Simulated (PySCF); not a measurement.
C₇H₈, charge -1, doublet (typed; the unrestricted solution is spin-contaminated), at a GFN2-xTB geometry (a state made from the parent by changing its charge; the spin is typed, not shown lowest) (in this run its highest filled SCF level lies above zero, so its values depend strongly on the basis, on diffuse functions most of all); MP2/STO-3G run with PySCF.

Input for PySCF:
```python
from pyscf import gto, scf, mp

mol = gto.M(
    atom='''
C    -2.416150   -0.094238   -0.000848
C    -0.904629   -0.032080    0.012488
C    -0.180971   -1.200773    0.176516
C     1.273239   -1.147626    0.163758
C     1.893633    0.071219   -0.010766
C     1.180912    1.241993   -0.173673
C    -0.273254    1.185434   -0.160526
H    -2.851402    0.855061    0.317618
H    -2.783135   -0.881669    0.660882
H    -2.787148   -0.308966   -1.008517
H    -0.680882   -2.155182    0.314366
H     1.844196   -2.062908    0.291198
H     2.986479    0.112129   -0.020013
H     1.679740    2.197100   -0.310301
H    -0.844518    2.100859   -0.286926
''',
    basis='sto-3g',
    charge=-1,
    spin=1,
    verbose=4,
)

mf = scf.UHF(mol)
mf.kernel()

pt = mp.MP2(mf, frozen=7)
pt.kernel()
print('E(MP2) = %.10f' % pt.e_tot)
```

Task: What does PySCF print? Leave out banner, timings and long lists.

Result: 
```
PySCF version 2.14.0

[INPUT] verbose = 4
[INPUT] num. atoms = 15
[INPUT] num. electrons = 51
[INPUT] charge = -1
[INPUT] spin (= nelec alpha-beta = 2S) = 1
[INPUT] symmetry False subgroup None
[INPUT] Mole.unit = angstrom
[INPUT] Symbol           X                Y                Z      unit          X                Y                Z       unit  Magmom
[INPUT]  1 C     -2.416150000000  -0.094238000000  -0.000848000000 AA   -4.565861775868  -0.178084010527  -0.001602487754 Bohr   0.0
[INPUT]  2 C     -0.904629000000  -0.032080000000   0.012488000000 AA   -1.709501054339  -0.060622414076   0.023598899844 Bohr   0.0
[INPUT]  3 C     -0.180971000000  -1.200773000000   0.176516000000 AA   -0.341985626489  -2.269132107772   0.333566896604 Bohr   0.0
[INPUT]  4 C      1.273239000000  -1.147626000000   0.163758000000 AA    2.406073001115  -2.168698833430   0.309457770707 Bohr   0.0
[INPUT]  5 C      1.893633000000   0.071219000000  -0.010766000000 AA    3.578447750439   0.134584404865  -0.020344791457 Bohr   0.0
[INPUT]  6 C      1.180912000000   1.241993000000  -0.173673000000 AA    2.231600257212   2.347026618627  -0.328194405232 Bohr   0.0
[INPUT]  7 C     -0.273254000000   1.185434000000  -0.160526000000 AA   -0.516375222442   2.240145598748  -0.303350175872 Bohr   0.0
[INPUT]  8 H     -2.851402000000   0.855061000000   0.317618000000 AA   -5.388368851037   1.615831109797   0.600211032232 Bohr   0.0
[INPUT]  9 H     -2.783135000000  -0.881669000000   0.660882000000 AA   -5.259362917691  -1.666112942519   1.248885980655 Bohr   0.0
[INPUT] 10 H     -2.787148000000  -0.308966000000  -1.008517000000 AA   -5.266946388629  -0.583861121802  -1.905820921968 Bohr   0.0
[INPUT] 11 H     -0.680882000000  -2.155182000000   0.314366000000 AA   -1.286680503146  -4.072703728592   0.594065642875 Bohr   0.0
[INPUT] 12 H      1.844196000000  -2.062908000000   0.291198000000 AA    3.485025360018  -3.898331140174   0.550284468021 Bohr   0.0
[INPUT] 13 H      2.986479000000   0.112129000000  -0.020013000000 AA    5.643627386765   0.211893100621  -0.037819088931 Bohr   0.0
[INPUT] 14 H      1.679740000000   2.197100000000  -0.310301000000 AA    3.174248560477   4.151917268282  -0.586383906179 Bohr   0.0
[INPUT] 15 H     -0.844518000000   2.100859000000  -0.286926000000 AA   -1.595907727265   3.970048136328  -0.542211558017 Bohr   0.0

nuclear repulsion = 267.912766200311
number of shells = 29
number of NR pGTOs = 129
number of NR cGTOs = 43
basis = sto-3g
ecp = {}

******** <class 'pyscf.scf.uhf.UHF'> ********
method = UHF
initial guess = minao
damping factor = 0
level_shift factor = 0
DIIS = <class 'pyscf.scf.diis.CDIIS'>
diis_start_cycle = 1
diis_space = 8
diis_damp = 0
SCF conv_tol = 1e-09
SCF conv_tol_grad = None
SCF max_cycles = 50
direct_scf = True
direct_scf_tol = 1e-13
number electrons alpha = 26  beta = 25
Set gradient conv threshold to 3.16228e-05
init E= -268.365390350172

cycle= 1 E= -266.168546746141  delta_E=  2.2  |g|= 0.309  |ddm|=  3.7
cycle= 2 E= -266.245700474058  delta_E= -0.0772  |g|= 0.0767  |ddm|= 0.554
cycle= 3 E= -266.253465989529  delta_E= -0.00777  |g|= 0.0392  |ddm|= 0.148
cycle= 4 E= -266.256461165729  delta_E= -0.003  |g|= 0.0245  |ddm|= 0.0852
cycle= 5 E= -266.258276580622  delta_E= -0.00182  |g|= 0.0135  |ddm|= 0.0811
cycle= 6 E= -266.258994774466  delta_E= -0.000718  |g|= 0.00226  |ddm|= 0.0881
cycle= 7 E= -266.259002186263  delta_E= -7.41e-06  |g|= 0.00111  |ddm|= 0.00516
cycle= 8 E= -266.259005031205  delta_E= -2.84e-06  |g|= 0.00047  |ddm|= 0.00409
cycle= 9 E= -266.259005832706  delta_E= -8.02e-07  |g|= 0.000287  |ddm|= 0.00231
cycle= 10 E= -266.259006250954  delta_E= -4.18e-07  |g|= 0.0002  |ddm|= 0.00178
cycle= 11 E= -266.259006531333  delta_E= -2.8e-07  |g|= 0.000137  |ddm|= 0.00173
cycle= 12 E= -266.259006710166  delta_E= -1.79e-07  |g|= 7.11e-05  |ddm|= 0.00189
cycle= 13 E= -266.259006754089  delta_E= -4.39e-08  |g|= 2.9e-05  |ddm|= 0.00111
cycle= 14 E= -266.259006758109  delta_E= -4.02e-09  |g|= 1.49e-05  |ddm|= 0.000302
cycle= 15 E= -266.259006758918  delta_E= -8.09e-10  |g|= 7.98e-06  |ddm|= 0.000108
Extra cycle  E= -266.25900675905  delta_E= -1.32e-10  |g|= 6.38e-06  |ddm|= 1.68e-05
converged SCF energy = -266.25900675905  <S^2> = 0.91686568  2S+1 = 2.1604311

******** <class 'pyscf.mp.ump2.UMP2'> ********
nocc = (np.int64(19), np.int64(18)), nmo = (36, 36)
frozen orbitals 7
E(UMP2) = -266.619478869485  E_corr = -0.3604721104344
E(SCS-UMP2) = -266.634476390744  E_corr = -0.375469631693946
E_corr(same-spin) = -0.065881039416155
E_corr(oppo-spin) = -0.294591071018245
E(MP2) = -266.6194788695
```
